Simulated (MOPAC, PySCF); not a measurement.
CH$_{4}$Si, SMILES `C[SiH]` (lower singlet), neutral singlet in the gas phase. This singlet lies 0.99 eV below the relaxed triplet at the level frozen-core CCSD(T)/cc-pVTZ // PBE0-D3(BJ)/def2-SVP (Ansatz).

Z-matrix (Å, degrees):
```
C
H 1 1.0996
H 1 1.1059 2 108.85
H 1 1.1059 2 108.84 3 -114.36
Si 1 1.9026 2 113.81 4 -122.80
H 5 1.5384 1 94.23 2 -179.98
```
Charge 0, spin multiplicity 1.

All levels are single points at this geometry (PBE0-D3(BJ)/def2-SVP); Pople sets use spherical d functions. Orbital energies aren't observables, and empty levels follow the basis.

ωB97X-D3(BJ)/def2-TZVP in PySCF gives gap (eV) = 8.19.

Estimate the gap (eV) from each of these levels: PBE-D3(BJ)/def2-TZVP in PySCF; B3LYP/6-31G* in PySCF; BP86/6-31G* in PySCF; HF/STO-3G in PySCF; AM1 in MOPAC; PM3 in MOPAC; PM6 in MOPAC; PM7 in MOPAC.


| level | gap (eV) |
|---|---|
| PBE-D3(BJ)/def2-TZVP in PySCF | 1.85 |
| B3LYP/6-31G* in PySCF | 3.36 |
| BP86/6-31G* in PySCF | 1.81 |
| HF/STO-3G in PySCF | 12.17 |
| AM1 in MOPAC | 6.66 |
| PM3 in MOPAC | 5.88 |
| PM6 in MOPAC | 6.01 |
| PM7 in MOPAC | 8.97 |
